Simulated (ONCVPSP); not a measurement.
# Before and after: ONCV potential for antimony (Sb)

Sb (Z = 51), optimised norm-conserving Vanderbilt (ONCV), made with ONCVPSP 4.0.1 (PBE, scalar-relativistic). Core [Ar] 3d10, reference 4s2 4p6 4d10 5s1 5p4. Waves: 4s+5s: rc 1.35 bohr, ncon 4, nbas 8, qcut 9 1/bohr, 2 projectors; 4p+5p: rc 1.40 bohr, ncon 4, nbas 8, qcut 10.6 1/bohr, 2 projectors; 4d: rc 1.30 bohr, ncon 5, nbas 10, qcut 9.4 1/bohr, local. Local part: the d channel. Core correction: none.

All-electron outer shells of the reference configuration (PBE, scalar-relativistic, ld1.x):

```tsv
shell	level (eV)	outermost node (bohr)	outermost maximum (bohr)
3p	-751.87	0.13	0.29
3d	-517.34	–	0.24
4s	-150.30	0.39	0.73
4p	-103.25	0.39	0.76
4d	-34.91	0.38	0.84
5s	-13.62	0.95	1.88
5p	-5.41	1.04	2.32
```

Change: all radii scaled by about 1.27 (s 1.72, p 1.78, d 1.66 bohr).

Cutoffs: the cutoffs (Ha) at which the residual kinetic energy of the hardest occupied pseudo-wave falls to 1 and 0.1 mHa per electron; they do not see the model core or the augmentation charge, which bear on the density cutoff. Errors are all-electron minus pseudo energies relative to the spin-unpolarised reference configuration.

Problem. Predict the effect on cutoff, ghosts and configuration errors.

Solution. The potential gets softer (41 Ha and 91 Ha → 35 Ha and 40 Ha); a bound ghost appears in p, which as a rule spoils a file; of the 4 tests that both files solve, the error grows in 3 and shrinks in 1 by more than 15 % and 0.3 meV (median size 0.7 → 1.7 meV). A larger radius leaves more room for a smooth pseudo-wave, so fewer plane waves are needed.

```tsv
quantity	base	changed
cutoff, loose	41 Ha	35 Ha
cutoff, tight	91 Ha	40 Ha
loose cutoff by channel	s 30 Ha, p 25 Ha, d 41 Ha	s 22 Ha, p 27 Ha, d 35 Ha
bound ghosts	none	p
GHOST(+) flags under 300 eV	none	none
error for 4s2 4p6 4d10 5s2 5p3, meV [ΔE -8.11 eV]	+0.7	-0.1
error for 4s2 4p6 4d10 5s2 5p2, meV [ΔE 0.21 eV]	-0.7	-1.5
error for 4s2 4p6 4d10 5s2 5p1, meV [ΔE 16.17 eV]	-3.7	-6.0
error for 4s2 4p6 4d10 5s0 5p5, meV [ΔE 8.32 eV]	-0.7	-1.9
```

 A true bound ghost makes a file unfit for plane-wave use even where its test errors are small: the radial tests pick states by their node count and pass the ghost by.
